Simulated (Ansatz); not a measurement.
BrHg, charge +1, singlet, at a GFN2-xTB geometry (such geometries of metal compounds can be far from the true shape) (core potentials on Hg). Base run: B3LYP/def2-SV(P) run with Ansatz (a quantum-chemistry and plane-wave program).

Input for Ansatz:
Ansatz 0.2 input:
```yaml
crystal:
  periodic: [false, false, false]
  atoms:
    - {symbol: Hg, position_ang: [-0.00000000, -0.00000000, -0.70933199]}
    - {symbol: Br, position_ang: [0.00000000, 0.00000000, 1.62133027]}
basis:
  gaussian:
    orbitals: def2-SV_P_.json
hamiltonian:
  xc: b3lyp
total_charge: 1
```
The basis file holds def2-SV(P) in the JSON format of the Basis Set Exchange.

Variants of this job, named by their change:

```json
[
 {"change": "base", "E (Eh)": "-2727.08086"},
 {"change": "functional = b3lyp; dispersion = d3bj", "E (Eh)": "-2727.08400"},
 {"change": "functional = revpbe", "E (Eh)": "-2726.86497"},
 {"change": "functional = r2scan", "E (Eh)": "-2727.05633"},
 {"change": "functional = pbe; dispersion = d4", "E (Eh)": "-2726.65147"},
 {"change": "functional = pbe; dispersion = d3bj", "E (Eh)": "-2726.65138"},
 {"change": "functional = pbe0", "E (Eh)": "-2726.69917"},
 {"change": "functional = B97M-V", "E (Eh)": "-2726.53671"},
 {"change": "functional = SVWN5", "E (Eh)": "-2723.23023"},
 {"change": "functional = pbe0; dispersion = d3bjatm", "E (Eh)": "-2726.70054"},
 {"change": "functional = pbe0; dispersion = d3bj", "E (Eh)": "-2726.70054"},
 {"change": "functional = hf", "E (Eh)": "-2724.32744"},
 {"change": "functional = wB97X-V", "E (Eh)": "-2726.72667"}
]
```

Total energies compare only within one method and basis.
